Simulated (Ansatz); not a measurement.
Steps of a relaxation of `[CH3][W]([CH3])(=[NH])=[NH]` with RKS PBE0-D4/def2-TZVP.

```sh
$ ansatz run in.yaml --threads 4 --pin off --events-out ev --progress --plain --max-ram 11315MiB
```

```yaml
crystal:
  periodic: [false, false, false]
  atoms:
    - {symbol: C, position_ang: [-1.786610, 0.683080, -0.310830]}
    - {symbol: W, position_ang: [0.374870, 0.309530, -0.212120]}
    - {symbol: C, position_ang: [0.656440, -1.559160, 0.911290]}
    - {symbol: N, position_ang: [0.981650, 0.061630, -1.871180]}
    - {symbol: N, position_ang: [1.140650, 1.620430, 0.724380]}
    - {symbol: H, position_ang: [-2.225490, 1.013920, -1.262700]}
    - {symbol: H, position_ang: [-2.221860, -0.325980, -0.103690]}
    - {symbol: H, position_ang: [-2.183920, 1.362650, 0.460640]}
    - {symbol: H, position_ang: [1.657400, -1.802290, 1.293650]}
    - {symbol: H, position_ang: [0.331440, -2.439210, 0.325350]}
    - {symbol: H, position_ang: [-0.006310, -1.500110, 1.802610]}
    - {symbol: H, position_ang: [1.527480, 0.174730, -2.729080]}
    - {symbol: H, position_ang: [1.754260, 2.400770, 0.971680]}
basis:
  gaussian: {orbitals: def2-TZVP}
hamiltonian: {xc: pbe0, dispersion: d4}
relax: {f_tol: 0.005, max_steps: 150}
```

Positions (Å) and forces (eV/Å) along the path, 11 of 13 steps:

```xyz
13
step=1 energy=-7007.1939 eV
C    -1.787    0.683   -0.311    0.175   -0.147    0.099
W     0.375    0.310   -0.212    0.462    0.324   -0.187
C     0.656   -1.559    0.911   -0.219    0.188   -0.126
N     0.982    0.062   -1.871   -0.448    0.131    1.131
N     1.141    1.620    0.724   -0.539   -0.913   -0.619
H    -2.225    1.014   -1.263    0.361   -0.140    0.092
H    -2.222   -0.326   -0.104    0.287    0.356   -0.108
H    -2.184    1.363    0.461    0.359   -0.209   -0.095
H     1.657   -1.802    1.294   -0.120    0.304   -0.173
H     0.331   -2.439    0.325    0.045    0.417    0.019
H    -0.006   -1.500    1.803    0.226    0.142   -0.348
H     1.527    0.175   -2.729   -0.263    0.075    0.656
H     1.754    2.401    0.972   -0.325   -0.526   -0.342
13
step=2 energy=-7007.3866 eV
C    -1.737    0.671   -0.315   -0.986    0.271   -0.174
W     0.285    0.241   -0.158    0.545    0.428   -0.329
C     0.650   -1.509    0.888    0.297   -0.817    0.562
N     0.891    0.011   -1.776    0.191   -0.179   -0.629
N     1.053    1.525    0.736    0.244    0.515    0.415
H    -2.060    1.054   -1.296    0.068   -0.157    0.329
H    -2.220   -0.316   -0.161    0.027    0.219   -0.073
H    -2.082    1.358    0.467   -0.019   -0.154   -0.111
H     1.705   -1.653    1.179   -0.384    0.025   -0.084
H     0.331   -2.375    0.293    0.046    0.062    0.126
H     0.047   -1.459    1.813    0.162   -0.058   -0.136
H     1.455    0.158   -2.604   -0.077    0.055    0.261
H     1.683    2.294    0.933   -0.114   -0.208   -0.157
13
step=3 energy=-7007.4482 eV
C    -1.768    0.684   -0.320   -0.299    0.003   -0.027
W     0.297    0.253   -0.167    0.188    0.134   -0.082
C     0.659   -1.531    0.906    0.022   -0.195    0.212
N     0.913    0.009   -1.786   -0.074   -0.101   -0.097
N     1.063    1.547    0.727   -0.032    0.033    0.129
H    -2.077    1.117   -1.276    0.036   -0.049    0.113
H    -2.251   -0.309   -0.239    0.066    0.157   -0.045
H    -2.141    1.315    0.495    0.067   -0.089   -0.087
H     1.714   -1.688    1.154   -0.101    0.017   -0.037
H     0.305   -2.403    0.343    0.027    0.089    0.037
H     0.103   -1.465    1.855    0.086   -0.010   -0.114
H     1.487    0.158   -2.603    0.016    0.073    0.107
H     1.694    2.312    0.912   -0.001   -0.062   -0.109
13
step=4 energy=-7007.4600 eV
C    -1.779    0.685   -0.333   -0.091   -0.078    0.003
W     0.294    0.248   -0.161    0.023    0.048   -0.028
C     0.667   -1.535    0.930   -0.020    0.000    0.045
N     0.902    0.006   -1.783   -0.066   -0.113    0.012
N     1.065    1.546    0.722   -0.083   -0.012    0.067
H    -2.065    1.187   -1.261    0.038   -0.017    0.092
H    -2.270   -0.307   -0.338    0.067    0.135   -0.017
H    -2.159    1.256    0.519    0.026   -0.041   -0.062
H     1.727   -1.701    1.138   -0.008   -0.001   -0.023
H     0.285   -2.401    0.380    0.007    0.005    0.008
H     0.150   -1.462    1.896    0.024    0.009   -0.055
H     1.481    0.170   -2.592    0.048    0.067    0.027
H     1.703    2.309    0.882    0.035   -0.002   -0.070
13
step=5 energy=-7007.4690 eV
C    -1.792    0.669   -0.340    0.023    0.009    0.030
W     0.279    0.235   -0.160   -0.067    0.039   -0.017
C     0.674   -1.525    0.954   -0.009   -0.048    0.004
N     0.899   -0.024   -1.774    0.010    0.012   -0.089
N     1.035    1.563    0.692    0.141   -0.034    0.080
H    -2.037    1.304   -1.193   -0.005    0.004    0.005
H    -2.300   -0.295   -0.488   -0.005    0.003   -0.030
H    -2.177    1.138    0.569   -0.005   -0.013   -0.006
H     1.738   -1.695    1.134   -0.012    0.005    0.004
H     0.277   -2.397    0.423    0.005    0.016    0.004
H     0.177   -1.440    1.928    0.020    0.005    0.009
H     1.487    0.197   -2.564    0.002   -0.032    0.052
H     1.742    2.272    0.818   -0.098    0.034   -0.047
13
step=6 energy=-7007.4746 eV
C    -1.794    0.673   -0.337   -0.187   -0.048   -0.128
W     0.275    0.230   -0.155   -0.035   -0.038    0.026
C     0.676   -1.530    0.962    0.008    0.012    0.053
N     0.897   -0.044   -1.766    0.020    0.033   -0.077
N     1.033    1.563    0.686    0.145    0.084    0.034
H    -2.013    1.396   -1.136    0.023   -0.164    0.221
H    -2.300   -0.277   -0.600    0.103    0.268    0.061
H    -2.202    1.053    0.610    0.059   -0.068   -0.181
H     1.745   -1.710    1.102   -0.046    0.000   -0.004
H     0.248   -2.399    0.450    0.007    0.019    0.012
H     0.219   -1.428    1.954    0.023   -0.018   -0.027
H     1.507    0.163   -2.542   -0.018   -0.021    0.016
H     1.709    2.309    0.771   -0.103   -0.058   -0.007
13
step=7 energy=-7007.4819 eV
C    -1.789    0.667   -0.350   -0.063    0.017    0.027
W     0.276    0.223   -0.159    0.096    0.084   -0.023
C     0.676   -1.523    0.978    0.000   -0.031    0.000
N     0.896   -0.052   -1.772   -0.026   -0.033    0.044
N     1.040    1.558    0.678   -0.104   -0.085   -0.028
H    -2.012    1.464   -1.062    0.034    0.003   -0.003
H    -2.300   -0.239   -0.701    0.013   -0.003   -0.009
H    -2.204    0.958    0.621    0.009   -0.013    0.003
H     1.745   -1.712    1.096    0.007   -0.006   -0.002
H     0.232   -2.394    0.485   -0.003   -0.001    0.002
H     0.245   -1.413    1.980   -0.004    0.015   -0.010
H     1.501    0.142   -2.554    0.002    0.007   -0.003
H     1.692    2.321    0.759    0.040    0.047    0.001
13
step=8 energy=-7007.4832 eV
C    -1.786    0.663   -0.349    0.019   -0.010    0.002
W     0.283    0.224   -0.162   -0.097   -0.081    0.056
C     0.679   -1.520    0.981   -0.007    0.017    0.000
N     0.892   -0.067   -1.776    0.047    0.038   -0.016
N     1.029    1.566    0.678    0.048    0.027   -0.035
H    -1.986    1.498   -1.023   -0.007    0.011   -0.001
H    -2.292   -0.222   -0.753   -0.003    0.001   -0.010
H    -2.210    0.906    0.631    0.006    0.001    0.003
H     1.747   -1.722    1.090    0.007   -0.006    0.002
H     0.218   -2.390    0.502    0.000    0.007   -0.008
H     0.258   -1.391    1.984    0.003   -0.002    0.005
H     1.491    0.122   -2.565   -0.007   -0.003    0.002
H     1.677    2.333    0.764   -0.010    0.000    0.000
13
step=9 energy=-7007.4844 eV
C    -1.788    0.662   -0.351    0.000    0.000    0.001
W     0.279    0.219   -0.159    0.009    0.005   -0.002
C     0.681   -1.521    0.987    0.000   -0.002   -0.004
N     0.897   -0.070   -1.770   -0.001   -0.003    0.003
N     1.027    1.568    0.666   -0.004   -0.003   -0.001
H    -1.984    1.519   -0.999   -0.001    0.003    0.002
H    -2.298   -0.207   -0.782    0.001    0.001   -0.003
H    -2.211    0.880    0.635   -0.003   -0.003    0.002
H     1.748   -1.726    1.089    0.001   -0.002    0.002
H     0.215   -2.388    0.506   -0.001   -0.001    0.003
H     0.265   -1.396    1.993    0.000    0.003    0.001
H     1.497    0.122   -2.557   -0.001    0.002    0.000
H     1.672    2.338    0.742    0.000    0.001   -0.002
13
step=12 energy=-7007.4847 eV
C    -1.787    0.659   -0.354    0.000    0.000    0.000
W     0.280    0.217   -0.161    0.000    0.000    0.000
C     0.681   -1.518    0.993    0.000    0.000    0.000
N     0.899   -0.076   -1.771    0.000    0.001    0.001
N     1.026    1.570    0.660    0.000   -0.001   -0.001
H    -1.980    1.547   -0.959    0.000    0.000    0.000
H    -2.294   -0.188   -0.828    0.000    0.000    0.000
H    -2.216    0.830    0.640    0.000   -0.001    0.000
H     1.748   -1.733    1.086    0.000    0.000    0.000
H     0.203   -2.384    0.522    0.000    0.000    0.000
H     0.275   -1.383    2.002    0.000    0.000    0.000
H     1.497    0.115   -2.559    0.000   -0.001    0.000
H     1.669    2.343    0.731    0.000    0.000    0.000
13
step=13 energy=-7007.4847 eV
C    -1.787    0.659   -0.354    0.000    0.001    0.001
W     0.280    0.217   -0.162    0.000   -0.002    0.001
C     0.681   -1.517    0.994    0.000    0.000    0.000
N     0.899   -0.077   -1.771    0.001    0.001    0.000
N     1.025    1.570    0.659    0.000    0.001   -0.001
H    -1.980    1.552   -0.953    0.000   -0.001    0.000
H    -2.294   -0.185   -0.836    0.001    0.001    0.000
H    -2.217    0.821    0.641    0.000    0.000   -0.001
H     1.747   -1.733    1.086    0.000    0.000    0.000
H     0.201   -2.383    0.524    0.000    0.000    0.000
H     0.277   -1.381    2.003    0.000    0.000   -0.001
H     1.498    0.114   -2.559    0.000   -0.001    0.000
H     1.669    2.343    0.729    0.000    0.000    0.001
```

Run time 61 s (4 threads of an Arm Neoverse V2 on a shared host); peak host memory 0.61 GiB.
